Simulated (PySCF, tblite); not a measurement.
One entry of a table of gas-phase calculations, keyed by method. Lists by class give the value and the number of equivalent atoms.

```json
{
 "formula": "C5H14FNSi2",
 "smiles": "CC[C@@H]1C[C@H]1N([SiH3])[SiH2]F",
 "inchi": "InChI=1S/C5H14FNSi2/c1-2-4-3-5(4)7(8)9-6/h4-5H,2-3,9H2,1,8H3/t4-,5-/m1/s1",
 "charge": 0,
 "multiplicity": 1,
 "geometry_level": "GFN2-xTB",
 "electronic_structure_code": "PySCF",
 "results": {
  "GFN2-xTB geometry": {
   "point_group": "C1",
   "rotational_constants_GHz": [1.609, 0.712, 0.569]
  },
  "PBE0/pcSseg-1 ground state and GIAO shieldings, non-relativistic": {
   "dipole_D": 2.45,
   "homo_eV": -6.83,
   "lumo_eV": 0.52,
   "shift_vs_computed_TMS_C_by_class_ppm": [
    [37.3, 1],
    [32.0, 1],
    [23.3, 1],
    [16.6, 1],
    [16.2, 1]
   ],
   "shift_vs_computed_TMS_H_by_class_ppm": [
    [5.25, 1],
    [5.11, 1],
    [4.68, 3],
    [2.07, 1],
    [1.96, 1],
    [1.19, 3],
    [0.85, 1],
    [0.45, 1],
    [0.42, 1],
    [0.36, 1]
   ],
   "shielding_other_nuclei_by_class_ppm": [
    ["N", 241.8, 1],
    ["F", 372.2, 1],
    ["Si", 370.2, 1],
    ["Si", 405.4, 1]
   ]
  },
  "GFN2-xTB harmonic vibrations, gas phase": {
   "strongest_ir_bands_cm-1_km_per_mol_modes": [
    [782.5, 558.4, 2],
    [834.6, 343.5, 1],
    [1026.2, 239.0, 1],
    [2201.7, 377.8, 1],
    [2268.1, 394.7, 1],
    [2357.6, 267.8, 1]
   ],
   "zpe_kcal_per_mol": 110.5
  }
 }
}
```

With B = h/(8π²I), that is 505.379 GHz u Å² over I, the principal moments of inertia are 314.0, 709.9 and 888.7 u Å² (most abundant isotopes). The zero-point energy, half the sum of the 63 harmonic wavenumbers, equals 38660 cm⁻¹ or 463 kJ/mol. The rotational constants make it an asymmetric top with κ = (2B − A − C)/(A − C) = -0.72, nearer the prolate limit (−1).

One conformer (not necessarily the lowest) at the GFN2-xTB geometry, without solvent or vibrations. NMR classes are plain means over equivalent atoms (diastereotopic ones count apart unless rotation or inversion swaps them), as if these changed places fast; in this geometry the members of some classes differ.

Shape of the structure used: `[CH3:1][CH2:2][C@@H:3]1[CH2:4][C@H:5]1[N:6]([SiH3:7])[SiH2:8][F:9]`: C1–C2–C3–C4 153°, C4–C5–N6–Si7 -88°, C5–N6–Si8–F9 170°.
